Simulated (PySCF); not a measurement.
**Br⁺: ionisation energy**

Br⁺ [Ar] 3d10 4s2 4p4 (3P) → Br²⁺ [Ar] 3d10 4s2 4p3 (4S), as a difference of total energies. All numbers are calculated (PySCF 2.14, scalar relativity by spin-free X2C-1e, in x2c-TZVPPall with one added diffuse shell each of s, p, d type (7s6p5d1f, 57 functions)). Correlated levels: valence and next inner shell: [Ne] frozen. The calculations carry no spin-orbit coupling.

| method | ionisation energy (eV) |
| --- | --- |
| UHF | 20.238 |
| MP2 (valence and next inner shell) | 20.990 |
| SCS-MP2 (valence and next inner shell) | 21.036 |
| CCSD (valence and next inner shell) | 21.076 |
| CCSD(T) (valence and next inner shell) | 21.106 |

How much does correlation contribute at CCSD(T) (valence and next inner shell)?

21.106 − (20.238) = 0.868 eV, measured against UHF.

A first-order spin-orbit estimate (lowest level to lowest level, LS coupling) adds 0.168 eV.

Errors of the correlated levels include the incompleteness of this basis and the frozen core.

For comparison: 21.591 eV (measured; NIST Atomic Spectra Database, ionization energies).
